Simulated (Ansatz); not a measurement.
`[NH2][Al]([Cl])[Br]` and `C[CH2][Al]([Cl])[Br]` differ in one atom or group.

Ansatz, PBE0-D4/def2-TZVP geometries, multiplicity 1. Each molecule was computed in one conformer, which needn't be the lowest.

Scalar relativity is left out up to krypton.

```csv
property,`[NH2][Al]([Cl])[Br]`
LUMO energy (B3LYP/def2-TZVPP) / eV,-0.97
LUMO energy (PBE/def2-TZVPP) / eV,-1.54
LUMO energy (PBE0/def2-TZVPP) / eV,-0.70
HOMO–LUMO gap (B3LYP/def2-TZVPP) / eV,6.78
"ideal-gas entropy at 298 K and 1 bar (rigid rotor, harmonic PBE0-D4/def2-TZVP) / J/(mol·K)",340
HOMO energy (PBE/def2-TZVPP) / eV,-6.59
```

Give the same properties after the change, and the shifts. (Best estimate.)

Ansatz gave: 
```tsv
property	`C[CH2][Al]([Cl])[Br]`	shift
LUMO energy (B3LYP/def2-TZVPP) / eV	-1.19	-0.22
LUMO energy (PBE/def2-TZVPP) / eV	-1.77	-0.23
LUMO energy (PBE0/def2-TZVPP) / eV	-1.00	-0.30
HOMO–LUMO gap (B3LYP/def2-TZVPP) / eV	6.83	0.05
ideal-gas entropy at 298 K and 1 bar (rigid rotor, harmonic PBE0-D4/def2-TZVP) / J/(mol·K)	388	48
HOMO energy (PBE/def2-TZVPP) / eV	-6.98	-0.39
```

With PBE0 the HOMO falls by 0.22 eV and the LUMO falls by 0.30 eV, so the gap narrows by about 0.08 eV. PBE moves the HOMO by -0.39 eV and ωB97M-V by -0.03 eV. The zero-point energy changes by 101.9 kJ/mol with +12 modes. Modes under 60 cm⁻¹, often nearly free rotors, make the harmonic entropy too high.

B3LYP here is the variant with VWN-RPA as its local correlation; programs differ in this.

Spin–orbit coupling is left out; it splits and shifts lone-pair levels of the heavy atoms by tenths of an eV.
